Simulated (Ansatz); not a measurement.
System: C$_{5}$H$_{5}$S (charge -1, singlet). It need not be the lowest isomer of its formula. Whether it binds its extra electron was not tested at this geometry. 
Geometry from a B3LYP-D3(BJ)/def2-TZVP (Ansatz, a quantum-chemistry and plane-wave program) optimisation:
```
C
C 1 1.3782
H 2 1.0810 1 122.14
H 2 1.0830 3 117.96 1 -180.00
C 1 1.4209 2 131.36 3 -180.00
H 5 1.0826 1 121.53 2 0.00
C 5 1.4076 6 123.87 1 -180.00
C 7 1.3702 5 115.62 6 180.00
H 8 1.0767 7 129.70 5 180.00
H 7 1.0863 8 121.93 9 0.00
S 8 1.7651 9 121.05 7 180.00
```
Charge -1, spin multiplicity 1.

Total electronic energies in hartree. Valence correlation only, unless marked. No spin-orbit coupling. No relativistic terms. Basis-set limits of correlation are two-point, X^-3; Hartree-Fock from the larger set. The bracket is a focal-point correction in the basis named.

| level | program | energy (Eh) |
|---|---|---|
| HF/6-31G* | Ansatz | -589.67437 |
| HF/cc-pV(D+d)Z | Ansatz | -589.72174 |
| revPBE/def2-TZVPD | Ansatz | -591.66895 |
| r2SCAN-D4/def2-TZVPD | Ansatz + dftd4 | -591.65324 |
| r2SCANh/def2-TZVPD | Ansatz | -591.63758 |
| LC-wPBE-D3(BJ)/def2-TZVPD | Ansatz + dftd3 | -591.53618 |
| LC-wPBE-D4/def2-TZVPD | Ansatz + dftd4 | -591.53972 |
| B2GP-PLYP-D4/def2-TZVPD | Ansatz + dftd4 | … |
| MP2/6-31G* | Ansatz | -590.44599 |
| MP2/cc-pVTZ | Ansatz | -590.78899 |
| SCS-MP2/cc-pVTZ | Ansatz | -590.76940 |
| CCSD/cc-pVTZ | Ansatz | -590.81565 |
| CCSD(T)/STO-3G | Ansatz | -583.26185 |
| CCSD(T)/cc-pwCVTZ | Ansatz | -590.89025 |
| RI-MP2/CBS(aug-cc-pV(T+d)Z,aug-cc-pV(Q+d)Z)+[CCSD(T)-MP2]/aug-cc-pV(D+d)Z | Ansatz | -591.0143 |

**Question.** Complete the blanks.

**Answer.** 
- B2GP-PLYP-D4/def2-TZVPD, energy (Eh): -591.40189
